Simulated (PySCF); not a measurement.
H₁₀Si₄, triplet, at the geometry of the source list (a higher spin typed on purpose: for a closed-shell molecule this is an excited state). Base run: PySCF with M062X/def2-SVP.

Input for PySCF:
```python
from pyscf import gto, scf, dft

mol = gto.Mole()
mol.atom = '''
    Si    2.09880000   -0.87300000    0.89290000
    Si    1.09490000    1.11200000    0.25760000
    Si   -0.71730000    0.79770000   -1.16240000
    Si   -2.37460000   -0.52120000   -0.23230000
    H     3.28050000   -0.73640000    1.74650000
    H     1.15460000   -1.72180000    1.62540000
    H     2.52530000   -1.64310000   -0.27930000
    H     2.09350000    2.03230000   -0.31060000
    H     0.63210000    1.83500000    1.45550000
    H    -0.23430000    0.17600000   -2.40820000
    H    -1.28150000    2.07290000   -1.63420000
    H    -2.84200000    0.04230000    1.03770000
    H    -3.56690000   -0.71180000   -1.06040000
    H    -1.86320000   -1.86090000    0.07180000
'''
mol.basis = 'def2-svp'
mol.spin = 2
mol.verbose = 4
mol.build()

mf = dft.UKS(mol)
mf.xc = 'm062x'
mf.kernel()
```

The base run was repeated with changes; each row names its change, and settings that it needs were set with it.

| change | ΔE vs base (mEh) | fitting functions | dipole (D) | outcome |
|---|---|---|---|---|
| base | 0.000 | - | 0.17 | converged |
| auxbasis = even-tempered beta=3.0 | -1.446 | 630 | 0.17 | converged |
| auxbasis = def2-universal-jfit | 3769.1 | 314 | 0.16 | converged |
| only_dfj = on; auxbasis = def2-universal-jfit | -0.951 | 314 | 0.17 | converged |
| exchange = seminumerical (SGX) (with mf = sgx.sgx_fit(mf, auxbasis='def2-universal-jfit'); with mf.with_df.dfj = True) | - | - | - | cut at the time limit |
| auxbasis = even-tempered beta=1.6 | 0.018 | 1376 | 0.17 | converged |
| auxbasis = cc-pvdz-jkfit | 0.002 | 678 | 0.17 | converged |
| auxbasis = cc-pvtz-ri | -17.551 | 788 | 0.17 | converged |
| auxbasis = cc-pvqz-jkfit | 0.002 | 1102 | 0.17 | converged |
| auxbasis = default (with mf = mf.density_fit()) | -0.072 | 692 | 0.17 | converged |

A fitting set is made for a task (jfit for Coulomb, jkfit for Coulomb and exchange, ri for correlation) and for a family of orbital bases.

Open shells are given as the SCF converged; they aren't shown to be the lowest states, and a large step between rows can be another state.
